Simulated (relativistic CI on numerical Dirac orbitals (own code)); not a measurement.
Mn2+: K-beta X-ray emission

Computed with this model: Dirac-Coulomb-Breit CI, separate exchange-only KLI orbitals for each configuration, model QED (radiative potential, 1s self-energy scaled to tabulated hydrogen-like ionisation energies), valence Slater integrals scaled by 0.8, multiplet model of X-ray emission after core ionisation; configurations [Ar] 3d5 → 1s 2s2 2p6 3s2 3p6 3d5 → [Ne] 3s2 3p5 3d5; 300 K; Lorentzian 1.6 eV and Gaussian 1 eV FWHM. Energies are those of the free ion, without screening or charge transfer. S is read from ⟨S²⟩ = S(S + 1).

Field parameters in Wybourne normalisation: Oh B⁴₀ = 21Dq, B⁴₄ = √(5/14) B⁴₀. The field is a parameter set, without covalency.

Computed curve for Oh, 10Dq = 26150 cm⁻¹, scaled to 100 at the maximum (points under 2 are left out and the grid is thinned):

Energy (eV), Intensity and a bar:
```
   6469.8        2.1 
   6470.6        2.6 
   6471.2        3.0 
   6472.0        3.9 #
   6472.8        4.8 #
   6473.4        5.0 #
   6474.2        5.7 #
   6475.0        7.1 ##
   6475.6        8.0 ##
   6476.4        8.6 ##
   6477.2        8.8 ##
   6477.8        9.4 ##
   6478.6        9.7 ##
   6479.4       10.1 ###
   6480.0       11.3 ###
   6480.8       12.2 ###
   6481.6       11.1 ###
   6482.2       10.4 ###
   6483.0       10.9 ###
   6483.8       12.5 ###
   6484.4       14.0 ####
   6485.2       17.8 #####
   6486.0       25.2 #######
   6486.6       30.0 #########
   6487.4       33.4 ##########
   6488.2       38.8 ###########
   6488.8       50.3 ###############
   6489.6       72.7 ######################
   6490.4       95.6 #############################
   6491.0       98.7 ##############################
   6491.8       71.1 #####################
   6492.6       35.6 ##########
   6493.2       20.5 ######
   6494.0       11.2 ###
   6494.8        7.1 ##
   6495.4        5.3 #
   6496.2        3.9 #
   6497.0        3.0 
   6497.6        2.5 
   6498.4        2.0
```

The ground state has S = 0.50, and the centroid lies at 6487.77 eV.
